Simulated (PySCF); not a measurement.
Multinuclear NMR of C$_{6}$H$_{10}$O

Geometry:
| atom | x (Å) | y (Å) | z (Å) |
| --- | --- | --- | --- |
| C1 | 0.433 | 1.905 | 0.310 |
| C2 | -0.092 | 0.531 | 0.085 |
| C3 | 0.565 | -0.610 | -0.113 |
| C4 | 2.022 | -0.908 | -0.180 |
| O5 | -0.257 | -1.703 | -0.280 |
| C6 | -1.608 | -1.263 | -0.190 |
| C7 | -1.577 | 0.253 | 0.064 |
| H8 | 1.519 | 1.920 | 0.280 |
| H9 | 0.107 | 2.281 | 1.280 |
| H10 | 0.055 | 2.586 | -0.454 |
| H11 | 2.293 | -1.599 | 0.617 |
| H12 | 2.604 | 0.002 | -0.081 |
| H13 | 2.256 | -1.386 | -1.129 |
| H14 | -2.111 | -1.519 | -1.128 |
| H15 | -2.091 | -1.814 | 0.624 |
| H16 | -2.047 | 0.521 | 1.014 |
| H17 | -2.080 | 0.814 | -0.728 |

A single conformation, one averaged value for each set of equivalent atoms, non-relativistic Hamiltonian, no solvent. NMR shieldings at PBE0/pcSseg-1/GIAO; geometry from GFN2-xTB; PySCF.

Where does ¹⁷O resonate?

Results:


```json
{"atoms": "O5", "environment": "ether oxygen", "σ (ppm)": "198.3", "δ (ppm)": "86.0"}
```

Shieldings were converted by a linear fit to measured shifts: ¹⁷O: δ = 266.70 − 0.911σ (rms 10.7 ppm, 155 shifts, 12.2 ppm with the 3 outliers that the fit left out vs liquid water, solution or neat liquid). A few per cent of atoms miss by over 2 rms, more outside the fitted compound classes.

On a 600 MHz spectrometer ¹⁷O resonates near 81.3 MHz, so 1 ppm is 81.3 Hz.
